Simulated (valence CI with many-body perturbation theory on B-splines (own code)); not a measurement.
As26+: calculated level list

Method: relativistic CI+MBPT: five valence electrons over a frozen Dirac-Fock core [He], a basis of 11 s, 11 p, 10 d, 8 f, 5 g, 2 h functions for each j, with the one-electron correlation potential Σ1 (screened to all orders), the two-electron term Σ2, the three-electron term Σ3, Breit, model QED; selected single and double excitations, second order for the rest, scaled by the run's own slope (own B-spline code, finite nucleus).

No measured spectrum was set against this ion. As an estimate, large intervals hold to a few tenths of a per cent, small ones and those within an open d or f shell to about a per cent. Among the levels kept, up to 5300 cm⁻¹ of a level comes from second order outside the variational space, and about a tenth of that is noise between levels of different J, which matters for small intervals.

Levels 91 to 135 of 209, with energies above the lowest level, 2s2 2p3 4S°_3/2. "Leading %" is the weight of the configuration and term that name the level; weights of strongly mixed levels are sums over their largest components and can fall short, so below about 35 % the name and the second component can differ from the true leading terms, or belong to a minority configuration. In the jj column 3d3/2^4 stands for four electrons in 3d with j = 3/2. Lifetimes count E1, E2, E3, M1 and M2 decay at the calculated energies, and are blank where another channel may lead or the interval is too uncertain; long ones can be off by a factor of two.

| No. | Configuration | Term | J | E (eV) | Leading % | Leading jj | Lifetime |
| --- | --- | --- | --- | --- | --- | --- | --- |
| 91 | 2s 2p3 3d | 6D° | 1/2 | 1743.7 | 86 | 2s 2p1/2^2 2p3/2 3d3/2 (55 %) | 1.14 ps |
| 92 | 2s 2p3 3d | 6D° | 5/2 | 1743.7 | 82 | 2s 2p1/2^2 2p3/2 3d3/2 (48 %) | 612 fs |
| 93 | 2s 2p3 3d | 6D° | 3/2 | 1743.8 | 84 | 2s 2p1/2^2 2p3/2 3d3/2 (52 %) | 473 fs |
| 94 | 2s 2p3 3d | 6D° | 7/2 | 1743.9 | 80 | 2s 2p1/2^2 2p3/2 3d3/2 (32 %) | 2.45 ps |
| 95 | 2s 2p3 3s | 4P° | 3/2 | 1744.6 | 56 | 2s 2p1/2 2p3/2^2 3s (80 %) | 230 fs |
| 96 | 2s 2p3 3d | 6D° | 9/2 | 1745.2 | 85 | 2s 2p1/2^2 2p3/2 3d5/2 (58 %) | 239 ps |
| 97 | 2s 2p3 3p | 4F | 5/2 | 1746.0 | 60 | 2s 2p1/2 2p3/2^2 3p1/2 (61 %) | 547 fs |
| 98 | 2s 2p3 3s | 2P° | 1/2 | 1750.8 | 65 | 2s 2p1/2 2p3/2^2 3s (82 %) | 128 fs |
| 99 | 2s 2p3 3s | 2D° | 5/2 | 1751.5 | 42 | 2s 2p1/2 2p3/2^2 3s (57 %) | 224 fs |
| 100 | 2s 2p3 3p | 4D | 5/2 | 1752.4 | 47 | 2s 2p1/2^2 2p3/2 3p3/2 (57 %) | 186 fs |
| 101 | 2s 2p3 3p | 4D | 3/2 | 1753.5 | 28 | 2s 2p1/2^2 2p3/2 3p3/2 (63 %) | 165 fs |
| 102 | 2s 2p3 3p | 4F | 7/2 | 1754.7 | 75 | 2s 2p1/2 2p3/2^2 3p3/2 (44 %) | 15.1 ps |
| 103 | 2s 2p3 3s | 2D° | 3/2 | 1755.4 | 56 | 2s 2p1/2 2p3/2^2 3s (67 %) | 112 fs |
| 104 | 2s 2p3 3p | 2F | 5/2 | 1755.8 | 40 | 2s 2p1/2 2p3/2^2 3p3/2 (60 %) | 92.8 fs |
| 105 | 2s 2p3 3p | 2P | 1/2 | 1756.1 | 40 | 2s 2p1/2^2 2p3/2 3p3/2 (56 %) | 117 fs |
| 106 | 2s 2p3 3p | 4D | 7/2 | 1757.8 | 54 | 2s 2p1/2 2p3/2^2 3p1/2 (58 %) | 184 fs |
| 107 | 2s 2p3 3d | 4D° | 5/2 | 1760.0 | 72 | 2s 2p1/2^2 2p3/2 3d5/2 (52 %) | 53.0 fs |
| 108 | 2s 2p3 3d | 4D° | 3/2 | 1761.7 | 76 | 2s 2p1/2^2 2p3/2 3d5/2 (56 %) | 51.5 fs |
| 109 | 2s 2p3 3p | 4P | 1/2 | 1762.5 | 62 | 2s 2p1/2 2p3/2^2 3p3/2 (52 %) | 142 fs |
| 110 | 2s 2p3 3s | 4S° | 3/2 | 1764.1 | 56 | 2s 2p1/2 2p3/2^2 3s (78 %) | 227 fs |
| 111 | 2s 2p3 3d | 4D° | 7/2 | 1764.1 | 77 | 2s 2p1/2^2 2p3/2 3d3/2 (34 %) | 30.6 fs |
| 112 | 2s 2p3 3d | 4D° | 1/2 | 1765.2 | 89 | 2s 2p1/2^2 2p3/2 3d5/2 (52 %) | 35.7 fs |
| 113 | 2s 2p3 3p | 4F | 9/2 | 1766.4 | 99 | 2s 2p1/2 2p3/2^2 3p3/2 (99 %) | 36.7 ps |
| 114 | 2s 2p3 3p | 4P | 3/2 | 1767.1 | 41 | 2s 2p1/2 2p3/2^2 3p3/2 (68 %) | 99.4 fs |
| 115 | 2s 2p3 3p | 4D | 7/2 | 1767.2 | 49 | 2s 2p1/2 2p3/2^2 3p3/2 (94 %) | 140 fs |
| 116 | 2s 2p3 3p | 4P | 5/2 | 1769.0 | 77 | 2s 2p1/2 2p3/2^2 3p1/2 (82 %) | 211 fs |
| 117 | 2s 2p3 3s | 2S° | 1/2 | 1769.4 | 48 | 2s 2p1/2 2p3/2^2 3s (81 %) | 115 fs |
| 118 | 2s 2p3 3p | 2P | 3/2 | 1771.5 | 55 | 2s 2p1/2 2p3/2^2 3p3/2 (87 %) | 64.2 fs |
| 119 | 2s 2p3 3p | 4D | 1/2 | 1775.7 | 65 | 2s 2p1/2 2p3/2^2 3p1/2 (91 %) | 216 fs |
| 120 | 2s 2p3 3p | 2D | 5/2 | 1779.8 | 63 | 2s 2p1/2 2p3/2^2 3p3/2 (92 %) | 74.7 fs |
| 121 | 2s 2p3 3p | 4D | 3/2 | 1780.8 | 51 | 2s 2p1/2 2p3/2^2 3p1/2 (77 %) | 215 fs |
| 122 | 2s 2p3 3s | 2D° | 5/2 | 1784.2 | 68 | 2s 2p3/2^3 3s (57 %) | 122 fs |
| 123 | 2s 2p3 3p | 4P | 1/2 | 1785.0 | 66 | 2s 2p1/2 2p3/2^2 3p1/2 (79 %) | 101 fs |
| 124 | 2s 2p3 3p | 4D | 5/2 | 1786.1 | 36 | 2s 2p1/2 2p3/2^2 3p1/2 (49 %) | 156 fs |
| 125 | 2s 2p3 3d | 4F° | 3/2 | 1786.9 | 72 | 2s 2p1/2^2 2p3/2 3d3/2 (56 %) | 93.1 fs |
| 126 | 2s 2p3 3s | 2D° | 3/2 | 1788.5 | 57 | 2s 2p3/2^3 3s (68 %) | 159 fs |
| 127 | 2s 2p3 3d | 4G° | 5/2 | 1789.0 | 60 | 2s 2p1/2^2 2p3/2 3d3/2 (70 %) | 3.10 ps |
| 128 | 2s 2p3 3p | 4P | 3/2 | 1789.1 | 38 | 2s 2p1/2 2p3/2^2 3p3/2 (91 %) | 212 fs |
| 129 | 2s 2p3 3p | 4P | 3/2 | 1791.4 | 33 | 2s 2p1/2 2p3/2^2 3p1/2 (52 %) | 165 fs |
| 130 | 2s 2p3 3p | 2P | 1/2 | 1791.8 | 59 | 2s 2p1/2 2p3/2^2 3p3/2 (70 %) | 147 fs |
| 131 | 2s 2p3 3p | 4P | 5/2 | 1791.9 | 40 | 2s 2p1/2 2p3/2^2 3p3/2 (67 %) | 173 fs |
| 132 | 2s 2p3 3d | 4G° | 7/2 | 1792.1 | 56 | 2s 2p1/2^2 2p3/2 3d5/2 (54 %) | 1.02 ps |
| 133 | 2s 2p3 3d | 4F° | 5/2 | 1792.4 | 72 | 2s 2p1/2 2p3/2^2 3d3/2 (45 %) | 64.5 fs |
| 134 | 2s 2p3 3d | 4D° | 1/2 | 1793.2 | 74 | 2s 2p1/2^2 2p3/2 3d3/2 (67 %) | 140 fs |
| 135 | 2s 2p3 3p | 2D | 3/2 | 1794.7 | 46 | 2s 2p1/2 2p3/2^2 3p3/2 (73 %) | 84.9 fs |

Names give the largest LS component (configuration and term), which can be under half, so a name can repeat, a term be missing and a line seem to break the LS rules; names also repeat where a configuration has a term twice.

Where two levels of one J and parity lie close, their mixing, g and order are uncertain.
